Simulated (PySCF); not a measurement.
**ECD: `C[C@@H]1CC[NH2+][B@H-]1O`, C4H12BNO**

Molfile (atoms numbered from 1):
```
C4H12BNO
     RDKit          3D

 19 19  0  0  0  0  0  0  0  0999 V2000
    2.1923   -0.2981   -0.0175 C   0  0  0  0  0  0  0  0  0  0  0  0
    0.7343   -0.2415    0.4306 C   0  0  2  0  0  0  0  0  0  0  0  0
   -0.1043   -1.3090   -0.2865 C   0  0  0  0  0  0  0  0  0  0  0  0
   -1.5449   -0.8452   -0.1356 C   0  0  0  0  0  0  0  0  0  0  0  0
   -1.5152    0.5685   -0.5104 N   0  0  0  0  0  0  0  0  0  0  0  0
   -0.0083    1.1949    0.1736 B   0  0  1  0  0  0  0  0  0  0  0  0
   -0.3902    1.8445    1.3712 O   0  0  0  0  0  0  0  0  0  0  0  0
    2.6216   -1.2847    0.1579 H   0  0  0  0  0  0  0  0  0  0  0  0
    2.7790    0.4351    0.5292 H   0  0  0  0  0  0  0  0  0  0  0  0
    2.2742   -0.0715   -1.0788 H   0  0  0  0  0  0  0  0  0  0  0  0
    0.7068   -0.4574    1.5026 H   0  0  0  0  0  0  0  0  0  0  0  0
    0.0376   -2.3081    0.1264 H   0  0  0  0  0  0  0  0  0  0  0  0
    0.1610   -1.3362   -1.3464 H   0  0  0  0  0  0  0  0  0  0  0  0
   -1.8366   -0.9069    0.9134 H   0  0  0  0  0  0  0  0  0  0  0  0
   -2.2533   -1.4194   -0.7433 H   0  0  0  0  0  0  0  0  0  0  0  0
   -2.3025    1.0933   -0.1447 H   0  0  0  0  0  0  0  0  0  0  0  0
   -1.4653    0.6765   -1.5174 H   0  0  0  0  0  0  0  0  0  0  0  0
    0.4197    1.8892   -0.7017 H   0  0  0  0  0  0  0  0  0  0  0  0
   -0.5157    2.7852    1.2700 H   0  0  0  0  0  0  0  0  0  0  0  0
  1  2  1  0
  2  3  1  0
  3  4  1  0
  4  5  1  0
  5  6  1  0
  6  7  1  0
  6  2  1  0
  1  8  1  0
  1  9  1  0
  1 10  1  0
  2 11  1  1
  3 12  1  0
  3 13  1  0
  4 14  1  0
  4 15  1  0
  5 16  1  0
  5 17  1  0
  6 18  1  6
  7 19  1  0
M  CHG  2   5   1   6  -1
M  END
```

Computed, not measured: TDDFT B3LYP/def2-SVPD circular dichroism and optical rotation, one conformer, gas phase in PySCF. Geometry: GFN2-xTB.

The molecule is flexible and this is one conformer; a measurement averages over conformers. States above about 6.7 eV (minus the energy of the highest occupied orbital) lie near or above the ionisation threshold and depend on the basis.

Q: Assign R or S to each stereocentre.

A: C2 R, B6 S.

Q: Which excitations and rotatory strengths does the calculation give?

A: Rotatory strengths R in 10⁻⁴⁰ esu² cm², velocity form and length form (origin at the centre of mass); f in length form.
| state | E (eV) | λ (nm) | f | R (velocity) | R (length) | main |
| --- | --- | --- | --- | --- | --- | --- |
| 1 | 5.76 | 215 | 0.012 | +28.8 | +27.3 | HOMO→LUMO 0.99 |
| 2 | 6.24 | 199 | 0.028 | -23.6 | -23.2 | HOMO−1→LUMO 0.96 |
| 3 | 6.52 | 190 | 0.004 | -2.1 | -2.3 | HOMO→LUMO+1 0.95 |
| 4 | 6.77 | 183 | 0.005 | +4.1 | +4.0 | HOMO→LUMO+2 0.95 |
| 5 | 6.92 | 179 | 0.009 | -0.4 | +0.3 | HOMO→LUMO+3 0.96 |
| 6 | 6.96 | 178 | 0.010 | -13.9 | -14.3 | HOMO−1→LUMO+1 0.90 |
| 7 | 7.28 | 170 | 0.035 | +12.3 | +12.0 | HOMO−1→LUMO+2 0.96 |
| 8 | 7.38 | 168 | 0.0007 | -0.2 | -0.4 | HOMO→LUMO+4 0.93 |
| 9 | 7.52 | 165 | 0.018 | +9.4 | +10.3 | HOMO−1→LUMO+3 0.82 |
| 10 | 7.55 | 164 | 0.003 | -4.8 | -3.7 | HOMO−2→LUMO 0.88 |
| 11 | 7.73 | 160 | 0.010 | +2.8 | +2.8 | HOMO−4→LUMO 0.50, HOMO−3→LUMO 0.44 |
| 12 | 7.80 | 159 | 0.019 | -1.2 | -1.2 | HOMO−3→LUMO 0.53, HOMO−4→LUMO 0.43 |

For state 5 the two forms differ in sign, so the sign of R isn't settled.

Among the states computed, the strongest CD band (largest |R|) is state 1. The largest dissymmetry factor in size, g = 4R/(D+G), with D and G the electric and magnetic dipole strengths, is +0.019 for state 1 (velocity form, f = 0.013), among bands with |R| over 0.5. The mirror image has the same energies and oscillator strengths and all R with the opposite sign.
